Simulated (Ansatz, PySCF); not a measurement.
Energy difference R1 + R2 → P1 + P2, each structure at its B3LYP-D3(BJ)/def2-TZVP stationary point, reached from a drawn start (curvature not checked).
P1: H atom, charge 0, multiplicity 2.
R1: H2 (SMILES [H][H]), charge 0, multiplicity 1.
R2: O atom, charge 0, multiplicity 3.
P2, OH (SMILES [OH]) (charge 0, multiplicity 2):
```tsv
atom	x (Å)	y (Å)	z (Å)
O	0.0000	0.0000	0.4884
H	0.0000	0.0000	-0.4884
```

```csv
level,reaction energy (kJ/mol),"minus CCSD(T)/CBS(aug-cc-pVTZ, aug-cc-pVQZ)"
HF/aug-cc-pVDZ,59.5,49.9
HF/aug-cc-pVQZ,65.1,55.5
SVWN5/def2-TZVPPD,-46.2,-55.8
BLYP/def2-TZVPPD,-1.3,-10.9
revPBE/def2-TZVPPD,-5.1,-14.7
B97M-V/def2-TZVPPD,2.1,-7.6
B3LYP/def2-TZVPPD,8.6,-1.0
PBE0/def2-TZVPPD,-5.2,-14.8
BHLYP/def2-TZVPPD,27.1,17.5
M06-2X/def2-TZVPPD,7.0,-2.7
CAM-B3LYP/def2-TZVPPD,3.3,-6.3
wB97X-V/def2-TZVPPD,2.2,-7.4
B2PLYP/def2-TZVPPD,8.5,-1.1
MP2/aug-cc-pVTZ,-4.8,-14.4
MP2/aug-cc-pVQZ,-8.1,-17.7
CCSD/aug-cc-pVDZ,22.3,12.7
CCSD/aug-cc-pVTZ,22.8,13.1
CCSD(T)/aug-cc-pVDZ,18.2,8.6
CCSD(T)/aug-cc-pVQZ,12.4,2.8
"CCSD(T)/CBS(aug-cc-pVTZ, aug-cc-pVQZ)",9.6,0.0
```

 The comparison column counts from a level with limits of its own.

P less R. No zero-point or thermal terms; singlets are restricted closed shells; open shells are unrestricted; no spin–orbit coupling.

Cores are frozen in the correlated methods. CBS: X⁻³ extrapolation of the correlation energy, Hartree–Fock from the larger set.

Codes used: Ansatz (a first-principles code); PySCF for M06-2X. All values are computed, each at the level named.
